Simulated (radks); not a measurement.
Q: The mean radii <r> (bohr) of the occupied orbitals of an atom or ion are listed with their occupations. Method: scalar-relativistic Kohn-Sham, BLYP, spin-polarised, spherical densities, point nucleus; computed with a radial shooting solver on a logarithmic mesh with Libxc functionals.

| orbital | occ. | <r> |
|---|---|---|
| 1s down | 1 | 0.01803 |
| 1s up | 1 | 0.01803 |
| 2s up | 1 | 0.07620 |
| 2s down | 1 | 0.07619 |
| 2p up | 3 | 0.06833 |
| 2p down | 3 | 0.06833 |
| 3s up | 1 | 0.1973 |
| 3s down | 1 | 0.1972 |
| 3p up | 3 | 0.1977 |
| 3p down | 3 | 0.1976 |
| 3d up | 5 | 0.1791 |
| 3d down | 5 | 0.1790 |
| 4s up | 1 | 0.4356 |
| 4s down | 1 | 0.4358 |
| 4p up | 3 | 0.4605 |
| 4p down | 3 | 0.4608 |
| 4d up | 5 | 0.4832 |
| 4d down | 5 | 0.4837 |
| 4f up | 7 | 0.5042 |
| 4f down | 4 | 0.5057 |

Name the element and its charge. Open shells, if any, are filled with parallel spins first.

A: Z = 75, rhenium, charge +18: Re18+ in [Kr] 4d10 4f11. The 1s radius gives Z: for a bare nucleus <r> = (2 gamma + 1)/(2Z) with gamma = sqrt(1 - (Z/c)^2), 0.01783 bohr for Z = 75, and screening makes it slightly larger (0.01803 here). The occupations add up to 57, and the charge is Z minus that.
